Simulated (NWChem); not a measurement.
Program: NWChem. System: AgCl, charge 0, spin multiplicity 1, at a geometry optimised with PBE/def2-SVP with def2 effective core potentials on Ag. The structure started from a generated list of species. Level: M06-2X/def2-TZVP with def2 effective core potentials on Ag.

The NWChem input:

```
start mol
memory heap 200 mb stack 900 mb global 1100 mb
geometry units angstroms nocenter noautoz
  Ag     0.000000     0.000000    -0.611161
  Cl     0.000000     0.000000     1.689679
  symmetry group C2v
end
basis spherical
  * library def2-tzvp
end
ecp
  Ag library def2-ecp
end
dft
  xc m06-2x
  semidirect memsize 60000000 filesize 0
  iterations 100
  grid fine
end
task dft energy
```

Part of the output:

```
             Northwest Computational Chemistry Package (NWChem) 7.3.0
             --------------------------------------------------------

                                NWChem Input Module
                                -------------------

 Scaling coordinates for geometry "geometry" by  1.889725989
 (inverse scale =  0.529177249)

 Turning off AUTOSYM since
 SYMMETRY directive was detected!

                             Geometry "geometry" -> ""
                             -------------------------

 Output coordinates in angstroms (scale by  1.889725989 to convert to a.u.)

  No.       Tag          Charge          X              Y              Z
 ---- ---------------- ---------- -------------- -------------- --------------
    1 Ag                  47.0000     0.00000000     0.00000000    -0.61116100
    2 Cl                  17.0000     0.00000000     0.00000000     1.68967900

 Effective nuclear repulsion energy (a.u.)     183.7644607842

            Nuclear Dipole moment (a.u.)
            ----------------------------
        X                 Y               Z
 ---------------- ---------------- ----------------
     0.0000000000     0.0000000000    -0.0000453534

      Symmetry information
      --------------------

 Group name             C2v
 Group number             16
 Group order               4
 No. of unique centers     2

      Symmetry unique atoms

     1    2


 Summary of "ao basis" -> "" (spherical)
 ------------------------------------------------------------------------------
       Tag                 Description            Shells   Functions and Types
 ---------------- ------------------------------  ------  ---------------------
 *                         def2-tzvp                  on all atoms

                                 NWChem DFT Module
                                 -----------------

 Summary of "ao basis" -> "ao basis" (spherical)
 ------------------------------------------------------------------------------
       Tag                 Description            Shells   Functions and Types
 ---------------- ------------------------------  ------  ---------------------
 Ag                        def2-tzvp                14       40   6s4p3d1f
 Cl                        def2-tzvp                13       37   5s5p2d1f

 Summary of "ao basis" -> "ao basis" (spherical)
 ------------------------------------------------------------------------------
       Tag                 Description            Shells   Functions and Types
 ---------------- ------------------------------  ------  ---------------------
 Ag                        def2-tzvp                14       40   6s4p3d1f
 Cl                        def2-tzvp                13       37   5s5p2d1f

      Symmetry analysis of basis
      --------------------------

        a1         34
        a2          7
        b1         18
        b2         18

            General Information
            -------------------
          SCF calculation type: DFT
          Wavefunction type:  closed shell.
          No. of atoms     :     2
          No. of electrons :    36
           Alpha electrons :    18
            Beta electrons :    18
          Charge           :     0
          Spin multiplicity:     1
          Use of symmetry is: on ; symmetry adaption is: on
          Maximum number of iterations: 100
          AO basis - number of functions:    77
                     number of shells:    27
          Convergence on energy requested:  1.00D-06
          Convergence on density requested:  1.00D-05
          Convergence on gradient requested:  5.00D-04

              XC Information
              --------------
                       M06-2X Method XC Functional
                     Hartree-Fock (Exact) Exchange  0.540
                        M06-2X Exchange Functional  1.000
                      M06-2X Correlation Potential  1.000

             Grid Information
             ----------------
          Grid used for XC integration:  fine
          Radial quadrature: Mura-Knowles
          Angular quadrature: Lebedev.
          Tag              B.-S. Rad. Rad. Pts. Rad. Cut. Ang. Pts.
          ---              ---------- --------- --------- ---------
          Ag                  1.60      141           9.0       974
          Cl                  1.00      123          10.0       770
          Grid pruning is: on
          Number of quadrature shells:   264
          Spatial weights used:  Erf1

          Convergence Information
          -----------------------
          Convergence aids based upon iterative change in
          total energy or number of iterations.
          Levelshifting, if invoked, occurs when the
          HOMO/LUMO gap drops below (HL_TOL):  1.00D-02
          DIIS, if invoked, will attempt to extrapolate
          using up to (NFOCK): 10 stored Fock matrices.

                    Damping( 0%)  Levelshifting(0.5)       DIIS
                  --------------- ------------------- ---------------
          dE  on:    start            ASAP                start
          dE off:    2 iters        100 iters           100 iters

      Screening Tolerance Information
      -------------------------------
          Density screening/tol_rho:  1.00D-10
          AO Gaussian exp screening on grid/accAOfunc:  14
          CD Gaussian exp screening on grid/accCDfunc:  20
          XC Gaussian exp screening on grid/accXCfunc:  20
          Schwarz screening/accCoul:  1.00D-08

      Superposition of Atomic Density Guess
      -------------------------------------

 Sum of atomic energies:        -627.21072599

      Non-variational initial energy
      ------------------------------

 Total energy =    -605.272663
 1-e energy   =   -1041.901784
 2-e energy   =     362.341361
 HOMO         =      -0.436770
 LUMO         =      -0.180265

      Symmetry analysis of molecular orbitals - initial
      -------------------------------------------------

 !! scf_movecs_sym_adapt:   50 vectors were symmetry contaminated

  Symmetry fudging

 !! scf_movecs_sym_adapt:   44 vectors were symmetry contaminated

  Numbering of irreducible representations:

     1 a1          2 a2          3 b1          4 b2

  Orbital symmetries:

     1 a1          2 a1          3 a1          4 b2          5 b1
     6 a1          7 a1          8 b2          9 b1         10 a1
    11 a1         12 b2         13 b1         14 a2         15 a1
    16 a1         17 b1         18 b2         19 a1         20 b1
    21 b2         22 a1         23 a1         24 b2         25 b1
    26 a1         27 a1         28 a2

------------------------------------------------------------
EAF file 0: "./mol.aoints.0" size=524288 bytes
------------------------------------------------------------
               write      read    awrite     aread      wait
               -----      ----    ------     -----      ----
     calls:        1         0         0         0         0
   data(b): 5.24e+05  0.00e+00  0.00e+00  0.00e+00
   time(s): 0.00e+00  0.00e+00  0.00e+00  0.00e+00  0.00e+00
rate(mb/s): 0.00e+00  0.00e+00
------------------------------------------------------------

 !! scf_movecs_sym_adapt:   34 vectors were symmetry contaminated

  Symmetry fudging

 !! scf_movecs_sym_adapt:   30 vectors were symmetry contaminated

   convergence    iter        energy       DeltaE   RMS-Dens  Diis-err    time
 ---------------- ----- ----------------- --------- --------- ---------  ------
 d= 0,ls=0.0,diis     1   -607.0906490444 -6.81D+02  8.40D-03  9.86D-01     0.9

 !! scf_movecs_sym_adapt:   32 vectors were symmetry contaminated

  Symmetry fudging

 !! scf_movecs_sym_adapt:   30 vectors were symmetry contaminated

 d= 0,ls=0.0,diis     2   -607.0888741634  1.77D-03  4.84D-03  9.18D-01     1.0

 !! scf_movecs_sym_adapt:   32 vectors were symmetry contaminated

  Symmetry fudging

 !! scf_movecs_sym_adapt:   30 vectors were symmetry contaminated

 d= 0,ls=0.0,diis     3   -607.1461642709 -5.73D-02  1.03D-03  1.61D-02     1.1

 !! scf_movecs_sym_adapt:   32 vectors were symmetry contaminated

  Symmetry fudging

 !! scf_movecs_sym_adapt:   30 vectors were symmetry contaminated

 d= 0,ls=0.0,diis     4   -607.1474187914 -1.25D-03  3.55D-04  1.70D-03     1.2

 !! scf_movecs_sym_adapt:   34 vectors were symmetry contaminated

  Symmetry fudging

 !! scf_movecs_sym_adapt:   28 vectors were symmetry contaminated

 d= 0,ls=0.0,diis     5   -607.1476360720 -2.17D-04  1.28D-04  3.62D-05     1.3

 !! scf_movecs_sym_adapt:   30 vectors were symmetry contaminated

  Symmetry fudging

 !! scf_movecs_sym_adapt:   28 vectors were symmetry contaminated

  Resetting Diis
 d= 0,ls=0.0,diis     6   -607.1476528861 -1.68D-05  7.74D-05  8.44D-06     1.4

 !! scf_movecs_sym_adapt:   34 vectors were symmetry contaminated

  Symmetry fudging

 !! scf_movecs_sym_adapt:   28 vectors were symmetry contaminated

 d= 0,ls=0.0,diis     7   -607.1476569703 -4.08D-06  1.50D-05  4.92D-07     1.5

 !! scf_movecs_sym_adapt:   34 vectors were symmetry contaminated

  Symmetry fudging

 !! scf_movecs_sym_adapt:   28 vectors were symmetry contaminated

 d= 0,ls=0.0,diis     8   -607.1476571084 -1.38D-07  4.26D-06  3.02D-07     1.6

         Total DFT energy =     -607.147657108352
      One electron energy =    -1045.840429389789
           Coulomb energy =      406.799264223730
    Exchange-Corr. energy =      -42.394252684850
 Nuclear repulsion energy =       74.287760742556

 Numeric. integr. density =       36.000000163729

     Total iterative time =      1.2s

                  Occupations of the irreducible representations
                  ----------------------------------------------

                     irrep           alpha         beta
                     --------     --------     --------
                     a1                9.0          9.0
                     a2                1.0          1.0
                     b1                4.0          4.0
                     b2                4.0          4.0

                       DFT Final Molecular Orbital Analysis
                       ------------------------------------

 Vector   16  Occ=2.000000D+00  E=-3.367655D-01  Symmetry=a1
              MO Center= -1.4D-15, -5.9D-16,  1.0D+00, r^2= 2.4D+00
   Bfn.  Coefficient  Atom+Function         Bfn.  Coefficient  Atom+Function
  ----- ------------  ---------------      ----- ------------  ---------------
    57      0.436081  2 Cl pz                 5     -0.316820  1 Ag s
    60      0.310530  2 Cl pz                21      0.258287  1 Ag d  0
     3      0.208460  1 Ag s                 54      0.205612  2 Cl pz
    48     -0.165211  2 Cl pz                26      0.138851  1 Ag d  0
     2     -0.114609  1 Ag s                 31      0.090625  1 Ag d  0

 Vector   17  Occ=2.000000D+00  E=-3.210083D-01  Symmetry=b1
              MO Center=  1.3D-15, -1.6D-17,  1.5D+00, r^2= 1.6D+00
   Bfn.  Coefficient  Atom+Function         Bfn.  Coefficient  Atom+Function
  ----- ------------  ---------------      ----- ------------  ---------------
    55      0.500903  2 Cl px                58      0.382621  2 Cl px
    52      0.254907  2 Cl px                46     -0.195655  2 Cl px
    22      0.162314  1 Ag d  1              49     -0.097392  2 Cl px
    27      0.093338  1 Ag d  1              13      0.060006  1 Ag px
     7     -0.043222  1 Ag px                16      0.034908  1 Ag px

 Vector   18  Occ=2.000000D+00  E=-3.210083D-01  Symmetry=b2
              MO Center=  1.1D-18, -1.7D-16,  1.5D+00, r^2= 1.6D+00
   Bfn.  Coefficient  Atom+Function         Bfn.  Coefficient  Atom+Function
  ----- ------------  ---------------      ----- ------------  ---------------
    56      0.500903  2 Cl py                59      0.382621  2 Cl py
    53      0.254907  2 Cl py                47     -0.195655  2 Cl py
    20     -0.162314  1 Ag d -1              50     -0.097392  2 Cl py
    25     -0.093338  1 Ag d -1              14      0.060006  1 Ag py
     8     -0.043222  1 Ag py                17      0.034908  1 Ag py

 Vector   19  Occ=0.000000D+00  E=-9.319527D-02  Symmetry=a1
              MO Center= -1.7D-15, -5.0D-15, -1.3D+00, r^2= 4.3D+00
   Bfn.  Coefficient  Atom+Function         Bfn.  Coefficient  Atom+Function
  ----- ------------  ---------------      ----- ------------  ---------------
     6      0.587460  1 Ag s                  5      0.456545  1 Ag s
    18     -0.265770  1 Ag pz                 3     -0.254829  1 Ag s
    60      0.201152  2 Cl pz                57      0.163888  2 Cl pz
     4     -0.157725  1 Ag s                 15     -0.152987  1 Ag pz
     2      0.145556  1 Ag s                  9      0.123085  1 Ag pz

 Vector   20  Occ=0.000000D+00  E= 6.474660D-03  Symmetry=b1
              MO Center= -3.2D-15,  2.3D-20, -7.3D-01, r^2= 7.7D+00
   Bfn.  Coefficient  Atom+Function         Bfn.  Coefficient  Atom+Function
  ----- ------------  ---------------      ----- ------------  ---------------
    16      0.935595  1 Ag px                58     -0.237365  2 Cl px
    13      0.167642  1 Ag px                 7     -0.143318  1 Ag px
    52     -0.071603  2 Cl px                55     -0.070820  2 Cl px
    22     -0.043126  1 Ag d  1              46      0.041524  2 Cl px

 Vector   21  Occ=0.000000D+00  E= 6.474660D-03  Symmetry=b2
              MO Center= -9.6D-19,  2.6D-17, -7.3D-01, r^2= 7.7D+00
   Bfn.  Coefficient  Atom+Function         Bfn.  Coefficient  Atom+Function
  ----- ------------  ---------------      ----- ------------  ---------------
    17      0.935595  1 Ag py                59     -0.237365  2 Cl py
    14      0.167642  1 Ag py                 8     -0.143318  1 Ag py
    53     -0.071603  2 Cl py                56     -0.070820  2 Cl py
    20      0.043126  1 Ag d -1              47      0.041524  2 Cl py

 center of mass
 --------------
 x =   0.00000000 y =   0.00000000 z =  -0.08324966

 moments of inertia (a.u.)
 ------------------
         498.135637850487           0.000000000000           0.000000000000
           0.000000000000         498.135637850487           0.000000000000
           0.000000000000           0.000000000000           0.000000000000

     Multipole analysis of the density
     ---------------------------------

     L   x y z        total         alpha         beta         nuclear
     -   - - -        -----         -----         ----         -------
     0   0 0 0     -0.000000    -18.000000    -18.000000     36.000000

     1   1 0 0     -0.000000     -0.000000     -0.000000      0.000000
     1   0 1 0     -0.000000     -0.000000     -0.000000      0.000000
     1   0 0 1     -2.432234    -17.385070    -17.385070     32.337906

     2   2 0 0    -23.421115    -11.710557    -11.710557      0.000000
     2   1 1 0     -0.000000     -0.000000     -0.000000      0.000000
     2   1 0 1      0.000000      0.000000      0.000000      0.000000
     2   0 2 0    -23.421115    -11.710557    -11.710557      0.000000
     2   0 1 1      0.000000      0.000000      0.000000      0.000000
     2   0 0 2    -24.994763   -111.830275   -111.830275    198.665788

 Task  times  cpu:        1.6s     wall:        1.6s

 Total times  cpu:        1.6s     wall:        1.6s
```
